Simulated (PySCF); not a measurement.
PySCF input (M06-2X/def2-TZVPD):

```python
from pyscf import gto, scf, dft

mol = gto.M(
    atom='''
    Si   -0.03776263   -0.00557423    0.32102313
    F    -0.68530069    1.29659503   -0.29329338
    F     1.49422104   -0.02325141   -0.05982940
    F    -0.72707839   -1.26126273   -0.34262232
    H    -0.20790089   -0.03068876    1.76738212
    ''',
    basis='def2-tzvpd',
    charge=0,
    spin=0,
    verbose=4,
)

mf = dft.RKS(mol, xc='m062x').density_fit(auxbasis='def2-universal-jkfit')
mf.grids.level = 4
mf.conv_tol = 1e-9
mf.max_cycle = 100
mf.max_memory = 1500
mf.kernel()
if not mf.converged:
    mf = mf.newton()
    mf.kernel(mf.make_rdm1())
mf.analyze()
```

Output:

```
PySCF version 2.14.0

[INPUT] verbose = 4
[INPUT] num. atoms = 5
[INPUT] num. electrons = 42
[INPUT] charge = 0
[INPUT] spin (= nelec alpha-beta = 2S) = 0
[INPUT] symmetry False subgroup None
[INPUT] Mole.unit = angstrom
[INPUT] Symbol           X                Y                Z      unit          X                Y                Z       unit  Magmom
[INPUT]  1 Si    -0.037762630000  -0.005574230000   0.321023130000 AA   -0.071361028443  -0.010533768055   0.606645795351 Bohr   0.0
[INPUT]  2 F     -0.685300690000   1.296595030000  -0.293293380000 AA   -1.295030617075   2.450209501172  -0.554244162348 Bohr   0.0
[INPUT]  3 F      1.494221040000  -0.023251410000  -0.059829400000 AA    2.823668535163  -0.043938796910  -0.113061180197 Bohr   0.0
[INPUT]  4 F     -0.727078390000  -1.261262730000  -0.342622320000 AA   -1.373979028190  -2.383441130821  -0.647462348963 Bohr   0.0
[INPUT]  5 H     -0.207900890000  -0.030688760000   1.767382120000 AA   -0.392875743153  -0.057993351503   3.339868164253 Bohr   0.0

nuclear repulsion = 187.768201774562
number of shells = 62
number of NR pGTOs = 245
number of NR cGTOs = 172
basis = def2-tzvpd
ecp = {}

******** <class 'pyscf.df.df_jk.DFRKS'> ********
method = DFRKS
initial guess = minao
damping factor = 0
level_shift factor = 0
DIIS = <class 'pyscf.scf.diis.CDIIS'>
diis_start_cycle = 1
diis_space = 8
diis_damp = 0
SCF conv_tol = 1e-09
SCF conv_tol_grad = None
SCF max_cycles = 100
direct_scf = False
XC library pyscf.dft.libxc version 7.1.2
    S. Lehtola, C. Steigemann, M. J. T. Oliveira, and M. A. L. Marques,  SoftwareX 7, 1–5 (2018)
XC functionals = m062x
    Y. Zhao and D. G. Truhlar,  Theor. Chem. Acc. 120, 215 (2008)
    Y. Zhao and D. G. Truhlar,  Theor. Chem. Acc. 120, 215 (2008)
radial grids:
    Treutler-Ahlrichs [JCP 102, 346 (1995); DOI:10.1063/1.469408] (M4) radial grids

becke partition: Becke, JCP 88, 2547 (1988); DOI:10.1063/1.454033
pruning grids: <function nwchem_prune>
grids dens level: 4
symmetrized grids: False
atomic radii adjust function: <function treutler_atomic_radii_adjust>
small_rho_cutoff = 0
Set gradient conv threshold to 3.16228e-05
Initial guess from minao.
tot grids = 131136
******** <class 'pyscf.df.df.DF'> ********
auxbasis = def2-universal-jkfit
init E= -590.058945120979
  HOMO = -0.435753344017087  LUMO = -0.00800240884469489  gap/eV = 11.63970
cycle= 1 E= -589.775885621863  delta_E= 0.283  |g|= 0.739  |ddm|= 1.84
  HOMO = -0.45430934299274  LUMO = 0.0136096607994745  gap/eV = 12.73272
cycle= 2 E= -589.757202553154  delta_E= 0.0187  |g|= 0.887  |ddm|= 0.884
[...]
cycle= 8 E= -589.863617725301  delta_E= -2.14e-10  |g|= 4.81e-06  |ddm|= 3.39e-05
  HOMO = -0.471860917873208  LUMO = 0.0125493851796715  gap/eV = 13.18148
Extra cycle  E= -589.863617725306  delta_E= -4.55e-12  |g|= 4.07e-06  |ddm|= 6.83e-06
converged SCF energy = -589.863617725306
**** SCF Summaries ****
Total Energy =                        -589.863617725305858
Nuclear Repulsion Energy =             187.768201774561874
One-electron Energy =                -1193.788141949345800
Two-electron Energy =                  416.156322449478012
Two-electron Coulomb Energy =          468.930253189346786
DFT Exchange-Correlation Energy =      -52.773930739868767
HOMO-LUMO gap [eV] =                    13.181475748437089
**** MO energy ****
MO #1   energy= -67.1203857036795  occ= 2
MO #2   energy= -25.2694515216914  occ= 2
MO #3   energy= -25.2694439460979  occ= 2
MO #4   energy= -25.2694259973628  occ= 2
MO #5   energy= -5.64976456020979  occ= 2
MO #6   energy= -3.96236358604705  occ= 2
MO #7   energy= -3.96236332436103  occ= 2
MO #8   energy= -3.96005201509527  occ= 2
MO #9   energy= -1.38550492745629  occ= 2
MO #10  energy= -1.358810815852    occ= 2
MO #11  energy= -1.35880819606315  occ= 2
MO #12  energy= -0.700752443594752 occ= 2
MO #13  energy= -0.625406260780996 occ= 2
MO #14  energy= -0.625405352515739 occ= 2
MO #15  energy= -0.60928334426577  occ= 2
MO #16  energy= -0.576248358519501 occ= 2
MO #17  energy= -0.576243973458567 occ= 2
MO #18  energy= -0.551374529202606 occ= 2
MO #19  energy= -0.551373229113628 occ= 2
MO #20  energy= -0.534943290628201 occ= 2
MO #21  energy= -0.471860917873208 occ= 2
MO #22  energy= 0.0125493851796715 occ= 0
MO #23  energy= 0.0312954389737346 occ= 0
MO #24  energy= 0.0312962583057556 occ= 0
MO #25  energy= 0.0504630931155773 occ= 0
MO #26  energy= 0.0836972298049831 occ= 0
MO #27  energy= 0.0836975251207221 occ= 0
MO #28  energy= 0.0909227926836515 occ= 0
MO #29  energy= 0.108583824544825  occ= 0
MO #30  energy= 0.108584120846197  occ= 0
MO #31  energy= 0.131964017409302  occ= 0
MO #32  energy= 0.147201200877535  occ= 0
MO #33  energy= 0.147201860325081  occ= 0
MO #34  energy= 0.165353023833416  occ= 0
MO #35  energy= 0.171484133624312  occ= 0
MO #36  energy= 0.171484383742187  occ= 0
MO #37  energy= 0.176169758199996  occ= 0
MO #38  energy= 0.179514619806809  occ= 0
MO #39  energy= 0.179515520305015  occ= 0
MO #40  energy= 0.214517153586508  occ= 0
MO #41  energy= 0.228576646191186  occ= 0
MO #42  energy= 0.306113550914116  occ= 0
MO #43  energy= 0.320371016591128  occ= 0
MO #44  energy= 0.320371225895266  occ= 0
MO #45  energy= 0.362600694162226  occ= 0
MO #46  energy= 0.362601231897159  occ= 0
MO #47  energy= 0.369143839393307  occ= 0
MO #48  energy= 0.369144897545847  occ= 0
MO #49  energy= 0.370530741639373  occ= 0
MO #50  energy= 0.429461704742946  occ= 0
MO #51  energy= 0.437425383232922  occ= 0
MO #52  energy= 0.437425700723732  occ= 0
MO #53  energy= 0.509393933934183  occ= 0
MO #54  energy= 0.509394561365296  occ= 0
MO #55  energy= 0.523232032714692  occ= 0
MO #56  energy= 0.545507774520657  occ= 0
MO #57  energy= 0.610868778463874  occ= 0
MO #58  energy= 0.623430042858052  occ= 0
MO #59  energy= 0.623431560181973  occ= 0
MO #60  energy= 0.639433116061193  occ= 0
MO #61  energy= 0.639434418386281  occ= 0
MO #62  energy= 0.647437091291222  occ= 0
MO #63  energy= 0.666827698351134  occ= 0
MO #64  energy= 0.666829212466824  occ= 0
MO #65  energy= 0.683136294505736  occ= 0
MO #66  energy= 0.728502716401617  occ= 0
MO #67  energy= 0.728504718824602  occ= 0
MO #68  energy= 0.74974970688701   occ= 0
MO #69  energy= 0.749751948595838  occ= 0
MO #70  energy= 0.79728622941496   occ= 0
MO #71  energy= 0.832299570992114  occ= 0
MO #72  energy= 0.954271631485414  occ= 0
MO #73  energy= 0.954275132979968  occ= 0
MO #74  energy= 1.0086968623714    occ= 0
MO #75  energy= 1.00869777795546   occ= 0
MO #76  energy= 1.0246966689643    occ= 0
MO #77  energy= 1.05412851732015   occ= 0
MO #78  energy= 1.07711374605717   occ= 0
MO #79  energy= 1.07712000911845   occ= 0
MO #80  energy= 1.09027861092927   occ= 0
MO #81  energy= 1.10350412675469   occ= 0
MO #82  energy= 1.1035059003026    occ= 0
MO #83  energy= 1.13920722172643   occ= 0
MO #84  energy= 1.13920899529547   occ= 0
MO #85  energy= 1.14321287746801   occ= 0
MO #86  energy= 1.27510309855388   occ= 0
MO #87  energy= 1.39425234358577   occ= 0
MO #88  energy= 1.3997334013737    occ= 0
MO #89  energy= 1.39973546350902   occ= 0
MO #90  energy= 1.41763007560973   occ= 0
MO #91  energy= 1.43116654606854   occ= 0
MO #92  energy= 1.43116988714967   occ= 0
MO #93  energy= 1.54167627093673   occ= 0
MO #94  energy= 1.54168240202223   occ= 0
MO #95  energy= 1.55421886508087   occ= 0
MO #96  energy= 1.60860475735058   occ= 0
MO #97  energy= 1.83911998809732   occ= 0
MO #98  energy= 1.83912471197796   occ= 0
MO #99  energy= 2.02998035186208   occ= 0
MO #100 energy= 2.02999266015897   occ= 0
MO #101 energy= 2.26935623538757   occ= 0
MO #102 energy= 2.29345203032363   occ= 0
MO #103 energy= 2.2934716380151    occ= 0
MO #104 energy= 2.33179700641061   occ= 0
MO #105 energy= 2.35064559416384   occ= 0
MO #106 energy= 2.35066003105949   occ= 0
MO #107 energy= 2.36353209785176   occ= 0
[...]
```
